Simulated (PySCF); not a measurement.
# Si2BH4Cl2F

The system: Si2BH4Cl2F, a small molecule; neutral, singlet. The structure, one conformer, was relaxed in the gas phase by PBE0-D3(BJ)/def2-SVP. No frequency run checks that it is a minimum.

SMILES: F[Si](Cl)(Cl)B[SiH3]

Coordinates in Å:
```
Si1    -1.787    0.043   -0.198
F2     -1.742   -0.378   -1.759
Cl3    -2.794   -1.458    0.778
B4      0.014    0.240    0.626
Si5     1.683   -0.130   -0.429
Cl6    -2.848    1.798   -0.108
H7      0.039    0.627    1.768
H8      1.823    1.061   -1.335
H9      2.922   -0.254    0.395
H10     1.533   -1.343   -1.290
```

Shieldings: GIAO PBE0/pcSseg-2. Shifts are against computed references at the same level: H TMS (σ 31.24 ppm), Si TMS (σ 341.3 ppm). Core levels by delta-SCF with SCAN, pcX-2 on the ionised atom and pcseg-1 elsewhere, spin-free X2C (2p3/2 is the spin-free 2p value less a third of a first-order spin-orbit splitting); from the vacuum level, for chosen atoms.

Give the NMR and core-level values of the distinct atoms.


```tsv
atoms	bonded to	σ (ppm)	δ (ppm)	core level (eV)
Si1	1 B + 2 Cl + 1 F	339.4	1.9	2p3/2 109.21
F2	1 Si	291.3	-	1s 692.77
Cl3	1 Si	839.4	-	2p3/2 206.43
B4	2 Si + 1 H	-40.7	-	-
Si5	1 B + 3 H	440.0	-98.7	-
Cl6	1 Si	833.9	-	2p3/2 206.45
H7	1 B	19.29	11.95	-
H8 H9 H10	1 Si	27.22	4.02	-
```

Values are those of this one static structure, with the three H of a rotating XH3 group averaged; atoms that internal rotation interchanges would show their mean in an NMR spectrum.

Core levels of B4 are left out, their hole states being strongly spin-contaminated.

By CAM-B3LYP/def2-SVPD (TDDFT singlets, Tamm-Dancoff triplets, ionisation by delta-SCF), where does absorption start, and what does vertical ionisation take?

The first singlet with intensity lies at 4.59 eV (f 0.008); what lies below it is dark. The lowest singlet lies at 3.55 eV (f 0.001), the strongest of the first 6 at 6.30 eV (f 0.059), the lowest triplet at 2.81 eV; vertical ionisation takes 10.61 eV.
